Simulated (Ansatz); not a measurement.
One change: `F[CH2][AlH][F]` becomes `CO[CH2][AlH][F]`.

Ansatz, PBE0-D4/def2-TZVP geometries, multiplicity 1. Each molecule was computed in one conformer, which needn't be the lowest.

```tsv
property	`F[CH2][AlH][F]`
HOMO energy (PBE0/def2-TZVPP) / eV	-8.12
HOMO–LUMO gap (ωB97M-V/def2-TZVPP) / eV	10.82
HOMO energy (PBE/def2-TZVPP) / eV	-6.66
HOMO–LUMO gap (PBE0/def2-TZVPP) / eV	6.98
size of the dipole moment (B3LYP/def2-TZVPP) / D	2.59
size of the dipole moment (ωB97M-V/def2-TZVPP) / D	2.56
```

Q: Give the same properties after the change, and the shifts. (Estimate.)

A: Ansatz gave: 
| property | `CO[CH2][AlH][F]` | shift |
| --- | --- | --- |
| HOMO energy (PBE0/def2-TZVPP) / eV | -6.97 | 1.15 |
| HOMO–LUMO gap (ωB97M-V/def2-TZVPP) / eV | 9.85 | -0.97 |
| HOMO energy (PBE/def2-TZVPP) / eV | -5.57 | 1.09 |
| HOMO–LUMO gap (PBE0/def2-TZVPP) / eV | 5.97 | -1.01 |
| size of the dipole moment (B3LYP/def2-TZVPP) / D | 1.46 | -1.13 |
| size of the dipole moment (ωB97M-V/def2-TZVPP) / D | 1.42 | -1.14 |

With PBE0 the HOMO rises by 1.15 eV and the LUMO rises by 0.14 eV, so the gap narrows by about 1.01 eV. PBE moves the HOMO by 1.09 eV and ωB97M-V by 1.13 eV. Dipoles are sizes alone; their direction can turn.

B3LYP here is the variant with VWN-RPA as its local correlation; programs differ in this.
